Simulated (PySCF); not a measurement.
Working out the ionisation energy of Ag²⁺

Ag²⁺ [Kr] 4d9 (2D) → Ag³⁺ [Kr] 4d8 (3F). All numbers are calculated (PySCF 2.14, the spin-free X2C one-electron Hamiltonian (Gaussian nucleus), in x2c-TZVPPall). Frozen: [Ar] 3d10. Energies in hartree (1 hartree = 27.21139 eV):

| part | Ag²⁺ (lower) | Ag³⁺ (upper) |
| --- | --- | --- |
| UHF | -5311.854187 | -5310.643052 |
| CCSD correlation | -0.544805 | -0.487594 |
| (T) | -0.011378 | -0.008796 |

Task: What does Hartree-Fock give?

Result: (-5310.643052) − (-5311.854187) = 1.211135 hartree = 32.957 eV.

Task: What do CCSD and CCSD(T) give?

Result: The CCSD correlation energies differ by 0.057211 hartree = 1.557 eV and the triples by 0.002582 hartree = 0.070 eV, so CCSD gives 34.514 eV and CCSD(T) 34.584 eV.

Reference: 34.8 ± 0.3 eV (semi-empirical (NIST evaluation); NIST Atomic Spectra Database, ionization energies), between the lowest levels; spin-orbit coupling is absent from the calculation.

What remains against the reference includes basis incompleteness, the frozen core and higher excitations.
